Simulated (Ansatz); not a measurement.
```yaml
crystal:
  periodic: [false, false, false]
  atoms:
    - {symbol: B, position_ang: [0.054211, -1.108880, 0.023878]}
    - {symbol: Ga, position_ang: [-0.034891, 0.952922, -0.036773]}
    - {symbol: H, position_ang: [-0.697745, -1.759725, 0.692887]}
    - {symbol: H, position_ang: [0.861265, -1.732034, -0.606084]}
    - {symbol: H, position_ang: [-0.921566, 1.727156, -1.084048]}
    - {symbol: H, position_ang: [0.780725, 1.856462, 0.964042]}
basis:
  gaussian: {orbitals: STO-3G, nuclear_model: gaussian}
total_charge: -1
magnetization: {spin_polarized: true, initial_magnetization: 1}
hamiltonian: {xc: {name: HF}}
correlation: {method: mp2, frozen_orbitals: {B: 0}}
```

```sh
$ ansatz run in.yaml --threads 2 --pin off --events-out ev --progress --plain --max-ram 4352MiB
```

Question: How does Ansatz answer? (Estimate.)

Answer: The calculation gave: The program refused the input.
```
Functional definition: HF
Error: "frozen_orbitals" has no count for Ga
```
